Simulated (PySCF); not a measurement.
Computed structure and properties of BiCl3(H2O)

System: BiCl3(H2O) (singlet); start: template (Cs). Method: PySCF 2.14.0, RKS PBE0, Bi def2-SVP with ECP60, Cl def2-SVP, O def2-SVP, H def2-SVP; non-relativistic Hamiltonian with scalar-relativistic core potentials where named; density fitting; no spin-orbit coupling.

Input of the relaxation:

```python
mol = gto.M(atom='''
Bi    -0.07635     0.07635    -0.07635
Cl     1.35185     1.50455     1.35185
Cl    -1.50455    -1.35185     1.35185
Cl     1.35185    -1.35185    -1.50455
O     -1.40425     1.40425    -1.40425
H     -1.74485     2.28935    -1.20045
H     -1.74485     1.20045    -2.28935''',
    basis={'Bi': 'def2-SVP', 'Cl': 'def2-SVP', 'O': 'def2-SVP', 'H': 'def2-SVP'},
    ecp={'Bi': 'def2-SVP'},
    charge=0, spin=0)
mf = dft.RKS(mol, xc='PBE0')
mf.grids.atom_grid = (50, 194)
mf = mf.density_fit()  # fitting sets: Bi def2-universal-JKFIT, Cl def2-universal-JKFIT, O def2-universal-JKFIT, H def2-universal-JKFIT
mf.conv_tol = 1e-08; mf.max_cycle = 55
mf.kernel(dm0)  # dm0: converged density of the start geometry
# quasi-Newton relaxation in Cartesian coordinates to a largest gradient under 0.00045 Eh/bohr, steps kept in the point group
```

Run from Python with OMP_NUM_THREADS=2; the lines above give its settings. Where DIIS fails, smearing, a level shift and second-order steps follow.
It took 2.5 min on 2 threads of Arm Neoverse V1, with other jobs on the host, from the converged density of the start.

Course of the relaxation:

```
step  energy above end (eV)  largest force component within the symmetry (eV/Å)
   0                 1.0571                                               1.583
   1                 0.7264                                               0.571
   2                 0.5696                                               0.355
   3                 0.4392                                               0.260
   4                 0.3555                                               0.163
   5                 0.3265                                               0.052
   6                 0.3239                                               0.028
   7                 0.3234                                               0.035
  34                 0.0069                                               0.366
  35                 0.0041                                               0.257
  36                 0.0012                                               0.105
  37                 0.0004                                               0.031
  38                 0.0001                                               0.015
  39                 0.0000                                               0.016
```
(The steps between are left out.)

Relaxed geometry (Cs):

```xyz
7

Bi   -0.9921   -0.2665    0.2665
Cl    0.3447    1.7193    0.9451
Cl   -0.0032   -1.8753    1.8753
Cl    0.3447   -0.9451   -1.7193
O    -1.5216    1.6038   -1.6038
H    -0.9718    2.3076   -1.2274
H    -0.9718    1.2274   -2.3076
```

```tsv
contact	Å
Bi1–Cl2 (Cl)	2.488
Bi1–Cl3 (Cl)	2.481
Bi1–Cl4 (Cl)	2.488
Bi1–O5 (H2O)	2.697
```

On the finer grid (75, 302):

The HOMO is -8.37 eV, the LUMO is -2.20 eV and the dipole about the centre of mass is 4.08 D. The set of Mulliken populations of Bi1 outside the core potential is s 3.92, p 7.86, d 10.26 and the D3(BJ) dispersion energy (not in the energies) is -0.236 eV.

```csv
atom,Mulliken (e),Löwdin (e),spin (e)
Bi1,0.97,0.54,0.00
Cl2,-0.35,-0.20,0.00
Cl3,-0.35,-0.21,0.00
Cl4,-0.35,-0.20,0.00
O5,-0.29,-0.08,0.00
H6,0.18,0.07,0.00
H7,0.18,0.07,0.00
```

On the grid (50, 194), as all that follows. Harmonic modes: a minimum; lowest 70 cm⁻¹ (negative: unstable), highest 3869 cm⁻¹, zero-point energy 0.763 eV.

Taking off one Cl (charge -1, singlet; the rest: singlet) in vacuum, both parts rigid, costs 8.93 eV; the small basis without counterpoise inflates it. Most of it is the attraction of opposite charges; other ways to part are cheaper, and one spin state was tried for the rest.

Rigid scan of Cl along the line from its metal:

distance to Cl2 (Å), energy (eV) and a bar:
```
     2.19      0.810 ########
     2.29      0.311 ###
     2.39      0.067 #
     2.49      0.000 
     2.59      0.052 #
     2.69      0.182 ##
     2.89      0.572 ######
     3.19      1.259 #############
     3.59      2.113 ######################
     4.09      2.943 ##############################
```

Taking off one H2O (charge 0, singlet; the rest: singlet) in vacuum, both parts rigid, costs 0.72 eV; the small basis without counterpoise inflates it.

Rigid scan of H2O along the line from its metal:

distance to O5 (Å), energy (eV) and a bar:
```
     2.40      0.184 ##########
     2.50      0.070 ####
     2.60      0.015 #
     2.70      0.000 
     2.80      0.011 #
     2.90      0.039 ##
     3.10      0.118 #######
     3.40      0.251 ##############
     3.80      0.402 ######################
     4.30      0.538 ##############################
```

One start shape was tried, so this needn't be the lowest isomer.
